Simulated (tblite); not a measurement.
Compound: C₃H₇NOSi.
Atom-mapped SMILES: `[CH2:1]=[C:2]([CH:3]=[O:4])[SiH2:5][NH2:6]` (hydrogens: H7, H8 on C1; H9 on C3; H10, H11 on Si5; H12, H13 on N6)

Structure optimised with GFN2-xTB, isolated species.

Problem. Give the optimised bond lengths and angles.

Solution. 
| bond | length (Å) | order |
| --- | --- | --- |
| C1=C2 | 1.331 | double |
| C2–C3 | 1.457 | single |
| C3=O4 | 1.207 | double |
| C2–Si5 | 1.896 | single |
| Si5–N6 | 1.727 | single |
| C1–H7 | 1.082 | single |
| C1–H8 | 1.077 | single |
| C3–H9 | 1.110 | single |
| Si5–H10, Si5–H11 | 1.464 | single |
| N6–H12, N6–H13 | 1.007 | single |

Bonds in one row agree within 0.01 Å and their mean is given. Orders are formal, as drawn. A selection of angles:
| angle | degrees |
| --- | --- |
| C2–C1–H7 | 122.0 |
| C2–C1–H8 | 121.7 |
| H7–C1–H8 | 116.3 |
| C1–C2–C3 | 119.9 |
| C1–C2–Si5 | 127.4 |
| C3–C2–Si5 | 112.7 |
| C2–C3–O4 | 123.3 |
| C2–C3–H9 | 115.8 |
| O4–C3–H9 | 120.8 |
| C2–Si5–N6 | 104.8 |
| C2–Si5–H10 | 108.0 |
| C2–Si5–H11 | 110.6 |
| N6–Si5–H10 | 115.8 |
| N6–Si5–H11 | 105.3 |
| H10–Si5–H11 | 112.2 |
| Si5–N6–H12 | 117.8 |
| Si5–N6–H13 | 118.8 |
| H12–N6–H13 | 109.2 |

Torsions: C1–C2–C3–O4 -173° (antiperiplanar); C1–C2–Si5–N6 -3° (synperiplanar). The mirror-image conformer, all signs reversed, is as good.

N6 (silicon-bound nitrogen) is pyramidal (angles 118.8°, 117.8° and 109.2°, sum 345.8°, 0.26 Å off the plane of its three neighbours). The 2 C–C bonds span 1.331 Å (C1=C2, drawn double) to 1.457 Å (C2–C3, drawn single), a spread of 0.126 Å. Si5 (SiH2 silicon) is distorted tetrahedral (angles from 104.8° to 115.8°). Of the pairs four or more bonds apart, H7···H9 is among the closest relative to their van der Waals radii: 2.38 Å, 99 % of the sum of Bondi's values.

Its GFN2-xTB frequencies are all real (lowest 54 cm⁻¹). The numbers are those of one conformer (C1–C2–C3–O4 -173°, C1–C2–Si5–N6 -3°, C2–Si5–N6–H 170° and -55°). 3 starts were optimised and ended at 0.00, 3.35 and 3.38 kcal/mol (GFN2-xTB); the lowest of these is shown.

All values are computed, not measured.
